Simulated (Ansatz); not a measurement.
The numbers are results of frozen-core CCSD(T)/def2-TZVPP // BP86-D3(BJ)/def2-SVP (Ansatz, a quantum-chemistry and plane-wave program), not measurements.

Ansatz 0.2 input:
```yaml
crystal:
  periodic: [false, false, false]
  atoms:
    - { symbol: Ti, position_ang: [0.044911, -0.020405, -0.031576] }
    - { symbol: F, position_ang: [0.745587, -1.02054, -1.288185] }
    - { symbol: F, position_ang: [-1.599108, -0.440524, 0.40284] }
    - { symbol: C, position_ang: [1.220298, -0.129741, 1.655936] }
    - { symbol: H, position_ang: [1.188142, -1.149421, 2.097874] }
    - { symbol: H, position_ang: [0.835601, 0.603332, 2.399623] }
    - { symbol: H, position_ang: [2.270293, 0.12412, 1.391419] }
    - { symbol: C, position_ang: [0.106158, 1.951872, -0.624716] }
    - { symbol: H, position_ang: [1.171594, 2.250756, -0.743448] }
    - { symbol: H, position_ang: [-0.372535, 2.584458, 0.154942] }
    - { symbol: H, position_ang: [-0.423097, 2.097157, -1.591639] }
basis:
  gaussian: { orbitals: def2-TZVPP }
correlation:
  method: ccsd_t
```

Output:

```
Functional definition: HF
1698 factors; integrals over basis functions are off by at most 1.1e-3 eV
mean field evaluation 1: about -30651.7823 eV, gradient 6.6e1 eV
mean field evaluation 2: about -30651.9041 eV, gradient 6.6e1 eV
mean field evaluation 4: about -30660.4762 eV, gradient 6.6e0 eV
mean field evaluation 8: about -30660.6833 eV, gradient 9.2e-1 eV
mean field evaluation 16: about -30660.6881 eV, gradient 2.7e-6 eV
mean field -30660.68805979 eV, -1126.7595036365 hartree, gradient 2.6e-6 eV, S^2 0.000000; 0 other end points of the search recorded, 0 dependent functions left out
9 core orbitals not correlated
reference -30660.68805979 eV, -1126.7595036365 hartree; 20, 20 occupied and 243, 243 virtual orbitals, 1698 factors
second order -35.23408365 eV of doubles, -0.00000000 eV of singles
cycle   1  -34.60702278 eV  change    6.3e-1 eV  update   2.1e-1
cycle   2  -35.65067460 eV  change    -1.0e0 eV  update   1.2e-1
cycle   3  -35.95389609 eV  change   -3.0e-1 eV  update   4.4e-2
cycle   4  -35.95912197 eV  change   -5.2e-3 eV  update   1.5e-2
cycle   5  -35.93813344 eV  change    2.1e-2 eV  update   5.4e-3
cycle   6  -35.93656479 eV  change    1.6e-3 eV  update   2.1e-3
cycle   7  -35.93742856 eV  change   -8.6e-4 eV  update   9.1e-4
cycle   8  -35.93710975 eV  change    3.2e-4 eV  update   4.5e-4
cycle   9  -35.93720008 eV  change   -9.0e-5 eV  update   2.4e-4
cycle  10  -35.93757734 eV  change   -3.8e-4 eV  update   1.2e-4
cycle  11  -35.93733256 eV  change    2.4e-4 eV  update   6.5e-5
cycle  12  -35.93729351 eV  change    3.9e-5 eV  update   3.8e-5
perturbative correction -1.58456557 eV, -0.0582317105 hartree
Total energy: -30698.20991886 eV, -1128.1384065242 hartree
```

Cost: about 20 core-minutes (a rough figure).
